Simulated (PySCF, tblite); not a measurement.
Isomers of C5H5F3O2. Level: GFN2-xTB in tblite, geometry and Hessian alike; calculated harmonic values, unscaled, isolated species. The method is semi-empirical: single wavenumbers can be off by several per cent or more. One conformer each.

Electronic energies: PBE0/pcSseg-1 single points on the GFN2-xTB geometries (PySCF, gas phase).

```
                         SMILES  electronic energy, lowest = 0 (kcal/mol)
            FC(F)OC1=COC[C@H]1F                                       0.0
O[C@@]12C[C@@H]1[C@H]2OC(F)(F)F                                      21.1
               O=CCOCC(F)=C(F)F                                      24.6
```

How do GFN2-xTB zero-point energies change the relative energies?

```json
{"SMILES": "FC(F)OC1=COC[C@H]1F", "ZPE (kcal/mol)": "61.6", "of it from modes above 1550 cm⁻¹": "23.8", "electronic (kcal/mol)": "0.0", "with ZPE, lowest = 0 (kcal/mol)": "0.0", "lowest mode (cm⁻¹)": "34", "rings": "1"}
{"SMILES": "O[C@@]12C[C@@H]1[C@H]2OC(F)(F)F", "ZPE (kcal/mol)": "60.2", "of it from modes above 1550 cm⁻¹": "24.8", "electronic (kcal/mol)": "21.1", "with ZPE, lowest = 0 (kcal/mol)": "19.7", "lowest mode (cm⁻¹)": "24", "rings": "2"}
{"SMILES": "O=CCOCC(F)=C(F)F", "ZPE (kcal/mol)": "59.6", "of it from modes above 1550 cm⁻¹": "25.9", "electronic (kcal/mol)": "24.6", "with ZPE, lowest = 0 (kcal/mol)": "22.7", "lowest mode (cm⁻¹)": "24", "rings": "0"}
```

The zero-point energies span 2.0 kcal/mol, from `O=CCOCC(F)=C(F)F` to `FC(F)OC1=COC[C@H]1F`. The order is unchanged.

And how do the electronic energies of GFN2-xTB itself compare?

`FC(F)OC1=COC[C@H]1F` 0.0; `O[C@@]12C[C@@H]1[C@H]2OC(F)(F)F` 28.7; `O=CCOCC(F)=C(F)F` 38.9 kcal/mol, lowest = 0. Against the energies above, taken from the same isomer `FC(F)OC1=COC[C@H]1F`, the largest difference is 14.3 kcal/mol.
